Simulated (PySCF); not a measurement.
PySCF input for Au(Cl)(CO) cation (CAuClO), SMILES [O+]#[C-]->[Au][Cl] (connectivity only; charge and spin as stated), charge +1, multiplicity 2, TDA-CAM-B3LYP/def2-SVPD. Coordinates come from a B3LYP-D3(BJ)/def2-SVP optimisation. The multiplicity is an assumed one; other spin states were not compared. The isomer is the one that the SMILES or the coordinates give; other isomers of the formula were not compared. The def2 effective core potentials stand for the cores of Au; spin–orbit coupling is left out.

```python
import numpy as np
from pyscf import gto, scf, dft, tdscf

mol = gto.M(
    atom='''
    Au   -0.04365664    0.02318095    0.00000000
    Cl    0.11124615   -2.29541306    0.00000000
    O     0.14290375    3.13568321    0.00000000
    C     0.06907665    2.01754355    0.00000000
    ''',
    basis='def2-SVPD',
    ecp={'Au': 'def2-svp'},
    charge=1,
    spin=1,
    max_memory=1600,
    verbose=4,
)
mf = dft.UKS(mol, xc='cam-b3lyp').density_fit(auxbasis='def2-universal-jkfit')
mf.grids.level = 3
mf.conv_tol = 1e-9
mf.max_cycle = 100
mf.kernel()
fine, coarse = mf.grids, dft.Grids(mol).set(level=1).build(with_non0tab=True)
for _ in range(3):  # follow internal instabilities
    mf.grids = coarse
    mo, _, stable, _ = mf.stability(return_status=True, nroots=4)
    mf.grids = fine
    if stable:
        break
    mf.kernel(mf.make_rdm1(mo, mf.mo_occ))
mf.grids = dft.Grids(mol).set(level=1).build(with_non0tab=True)  # coarser grid for the response kernel
td = tdscf.TDA(mf)
td.nstates = 10
td.conv_tol = 1e-4
td.kernel(x0=td.get_init_guess(mf, 15))
td.analyze(verbose=3)
```

It prints:

```
PySCF version 2.14.0

[INPUT] verbose = 4
[INPUT] num. atoms = 4
[INPUT] num. electrons = 49
[INPUT] charge = 1
[INPUT] spin (= nelec alpha-beta = 2S) = 1
[INPUT] symmetry False subgroup None
[INPUT] Mole.unit = angstrom
[INPUT] Symbol           X                Y                Z      unit          X                Y                Z       unit  Magmom
[INPUT]  1 Au    -0.043656640000   0.023180950000   0.000000000000 AA   -0.082499093119   0.043805646807   0.000000000000 Bohr   0.0
[INPUT]  2 Cl     0.111246150000  -2.295413060000   0.000000000000 AA    0.210224755912  -4.337702026150   0.000000000000 Bohr   0.0
[INPUT]  3 O      0.142903750000   3.135683210000   0.000000000000 AA    0.270048949673   5.925582480297   0.000000000000 Bohr   0.0
[INPUT]  4 C      0.069076650000   2.017543550000   0.000000000000 AA    0.130535950102   3.812604753883   0.000000000000 Bohr   0.0

nuclear repulsion = 177.983894537565
number of shells = 41
number of NR pGTOs = 168
number of NR cGTOs = 105
basis = def2-SVPD
ecp = {'Au': 'def2-svp'}


[settings echo left out]
init E= -697.381879697442
  alpha nocc = 25  HOMO = -0.718239986861196  LUMO = -0.509157906353124

WARN: beta  nocc = 24  HOMO -0.718300641436708 >= LUMO -0.718239986861196


WARN: HOMO -0.718239986861196 >= LUMO -0.718239986861196

cycle= 1 E= -707.877583837006  delta_E= -10.5  |g|= 1.22  |ddm|= 8.99
  alpha nocc = 25  HOMO = -0.156941184752784  LUMO = -0.132634212401817

WARN: beta  nocc = 24  HOMO -0.156054261322249 >= LUMO -0.156023776128691


WARN: HOMO -0.156054261322249 >= LUMO -0.156023776128691

cycle= 2 E= -701.850251994949  delta_E= 6.03  |g|= 3.72  |ddm|= 5.19
  alpha nocc = 25  HOMO = -0.583769975296495  LUMO = -0.222967568798751
  beta  nocc = 24  HOMO = -0.57239795221863  LUMO = -0.52509173992228
  HOMO = -0.572397952219  LUMO = -0.525091739922  gap/eV = 1.28727
cycle= 3 E= -708.585864229293  delta_E= -6.74  |g|= 0.338  |ddm|= 3.02
  alpha nocc = 25  HOMO = -0.599137653010541  LUMO = -0.277804467530119
  beta  nocc = 24  HOMO = -0.587560842126159  LUMO = -0.41440267750468
  HOMO = -0.587560842126  LUMO = -0.414402677505  gap/eV = 4.71187
cycle= 4 E= -708.617887893931  delta_E= -0.032  |g|= 0.276  |ddm|= 0.788
  alpha nocc = 25  HOMO = -0.603799939575382  LUMO = -0.249592260066221
  beta  nocc = 24  HOMO = -0.600564619268766  LUMO = -0.420393963547589
  HOMO = -0.600564619269  LUMO = -0.420393963548  gap/eV = 4.90269
cycle= 5 E= -708.642897331763  delta_E= -0.025  |g|= 0.0803  |ddm|= 0.271
  alpha nocc = 25  HOMO = -0.600988046829585  LUMO = -0.233198835713737
  beta  nocc = 24  HOMO = -0.598408078059413  LUMO = -0.424802507068805
  HOMO = -0.598408078059  LUMO = -0.424802507069  gap/eV = 4.72405
cycle= 6 E= -708.645419585172  delta_E= -0.00252  |g|= 0.0241  |ddm|= 0.0907
  alpha nocc = 25  HOMO = -0.603281270659739  LUMO = -0.231614372904521
  beta  nocc = 24  HOMO = -0.600627543617519  LUMO = -0.422149939065889
  HOMO = -0.600627543618  LUMO = -0.422149939066  gap/eV = 4.85662
cycle= 7 E= -708.645736960398  delta_E= -0.000317  |g|= 0.00581  |ddm|= 0.0327
  alpha nocc = 25  HOMO = -0.603344826040653  LUMO = -0.231772771353812
  beta  nocc = 24  HOMO = -0.600728473008156  LUMO = -0.422585238844548
  HOMO = -0.600728473008  LUMO = -0.422585238845  gap/eV = 4.84752
cycle= 8 E= -708.645779306645  delta_E= -4.23e-05  |g|= 0.00379  |ddm|= 0.0159
  alpha nocc = 25  HOMO = -0.60236932171048  LUMO = -0.231295131432613
  beta  nocc = 24  HOMO = -0.599786448433874  LUMO = -0.422309157660854
  HOMO = -0.599786448434  LUMO = -0.422309157661  gap/eV = 4.82940
cycle= 9 E= -708.645800523938  delta_E= -2.12e-05  |g|= 0.00168  |ddm|= 0.0125
  alpha nocc = 25  HOMO = -0.601789089865641  LUMO = -0.231006339158834
  beta  nocc = 24  HOMO = -0.599221136332403  LUMO = -0.422119142830934
  HOMO = -0.599221136332  LUMO = -0.422119142831  gap/eV = 4.81919
cycle= 10 E= -708.645808291032  delta_E= -7.77e-06  |g|= 0.000586  |ddm|= 0.00881
  alpha nocc = 25  HOMO = -0.60177997519214  LUMO = -0.230979527107288
  beta  nocc = 24  HOMO = -0.59920423510809  LUMO = -0.422199636541571
  HOMO = -0.599204235108  LUMO = -0.422199636542  gap/eV = 4.81654
cycle= 11 E= -708.64580953952  delta_E= -1.25e-06  |g|= 0.00037  |ddm|= 0.00228
  alpha nocc = 25  HOMO = -0.601721152418857  LUMO = -0.230928910614152
  beta  nocc = 24  HOMO = -0.599128168122834  LUMO = -0.42221783186023
  HOMO = -0.599128168123  LUMO = -0.42221783186  gap/eV = 4.81398
cycle= 12 E= -708.645811146778  delta_E= -1.61e-06  |g|= 0.000269  |ddm|= 0.00401
  alpha nocc = 25  HOMO = -0.601736413532888  LUMO = -0.230943085354462
  beta  nocc = 24  HOMO = -0.599124345960653  LUMO = -0.422187372482546
  HOMO = -0.599124345961  LUMO = -0.422187372483  gap/eV = 4.81470
cycle= 13 E= -708.645811838816  delta_E= -6.92e-07  |g|= 0.000213  |ddm|= 0.00222
  alpha nocc = 25  HOMO = -0.601734978517106  LUMO = -0.230926766117979
  beta  nocc = 24  HOMO = -0.599083424200318  LUMO = -0.422194283164558
  HOMO = -0.5990834242  LUMO = -0.422194283165  gap/eV = 4.81340
cycle= 14 E= -708.645813001883  delta_E= -1.16e-06  |g|= 0.000163  |ddm|= 0.00583
  alpha nocc = 25  HOMO = -0.601807507121204  LUMO = -0.230962624167864
  beta  nocc = 24  HOMO = -0.599120614641896  LUMO = -0.422188365828222
  HOMO = -0.599120614642  LUMO = -0.422188365828  gap/eV = 4.81457
cycle= 15 E= -708.645813308556  delta_E= -3.07e-07  |g|= 6.42e-05  |ddm|= 0.00325
  alpha nocc = 25  HOMO = -0.601820534924096  LUMO = -0.230962591244185
  beta  nocc = 24  HOMO = -0.599121409339537  LUMO = -0.42218623434736
  HOMO = -0.59912140934  LUMO = -0.422186234347  gap/eV = 4.81465
cycle= 16 E= -708.645813350333  delta_E= -4.18e-08  |g|= 4.62e-05  |ddm|= 0.00106
  alpha nocc = 25  HOMO = -0.601814615662371  LUMO = -0.230957682293534
  beta  nocc = 24  HOMO = -0.599109995972552  LUMO = -0.422188462565625
  HOMO = -0.599109995973  LUMO = -0.422188462566  gap/eV = 4.81428
cycle= 17 E= -708.645813363585  delta_E= -1.33e-08  |g|= 2.06e-05  |ddm|= 0.000565
  alpha nocc = 25  HOMO = -0.601817390547871  LUMO = -0.230961941294358
  beta  nocc = 24  HOMO = -0.599110477924631  LUMO = -0.422187174446847
  HOMO = -0.599110477925  LUMO = -0.422187174447  gap/eV = 4.81433
cycle= 18 E= -708.64581336641  delta_E= -2.83e-09  |g|= 1.04e-05  |ddm|= 0.000226
  alpha nocc = 25  HOMO = -0.601819994908386  LUMO = -0.230961001647527
  beta  nocc = 24  HOMO = -0.599112361340849  LUMO = -0.422188383768355
  HOMO = -0.599112361341  LUMO = -0.422188383768  gap/eV = 4.81435
cycle= 19 E= -708.645813366839  delta_E= -4.29e-10  |g|= 4.26e-06  |ddm|= 8.21e-05
  alpha nocc = 25  HOMO = -0.601819020190892  LUMO = -0.230961467319081
  beta  nocc = 24  HOMO = -0.599111612847882  LUMO = -0.422187162751862
  HOMO = -0.599111612848  LUMO = -0.422187162752  gap/eV = 4.81436
Extra cycle  E= -708.645813366881  delta_E= -4.2e-11  |g|= 3.61e-06  |ddm|= 1.61e-05
converged SCF energy = -708.645813366881  <S^2> = 0.75363711  2S+1 = 2.0036338
tot grids = 25616
uhf_internal: lowest eigs of H = [0.00079627 0.04513254 0.14012668 0.14022111]
<class 'pyscf.df.df_jk.DFUKS'> wavefunction is stable in the internal stability analysis
tot grids = 25616


******** <class 'pyscf.tdscf.uks.TDA'> for <class 'pyscf.df.df_jk.DFUKS'> ********
nstates = 10
deg_eia_thresh = 1.000e-03
wfnsym = None
conv_tol = 0.0001
eigh lindep = 1e-12
eigh level_shift = 0
eigh max_cycle = 100


Excitation energies (eV)
[0.03864199 0.65979275 1.91008096 1.91179271 2.37250127 2.90899495
 3.27883661 5.74273068 5.81227977 6.04579027]

** Excitation energies and oscillator strengths **
Excited State   1:      0.03864 eV  32085.36 nm  f=0.0000
Excited State   2:      0.65979 eV   1879.14 nm  f=0.0004
Excited State   3:      1.91008 eV    649.10 nm  f=0.0002
Excited State   4:      1.91179 eV    648.52 nm  f=0.0003
Excited State   5:      2.37250 eV    522.59 nm  f=0.0104
Excited State   6:      2.90899 eV    426.21 nm  f=0.0000
Excited State   7:      3.27884 eV    378.13 nm  f=0.0953
Excited State   8:      5.74273 eV    215.90 nm  f=0.0007
Excited State   9:      5.81228 eV    213.31 nm  f=0.0001
Excited State  10:      6.04579 eV    205.08 nm  f=0.0004
```

The calculation finished and met its thresholds.

Cost: very roughly 2.6 core-minutes.
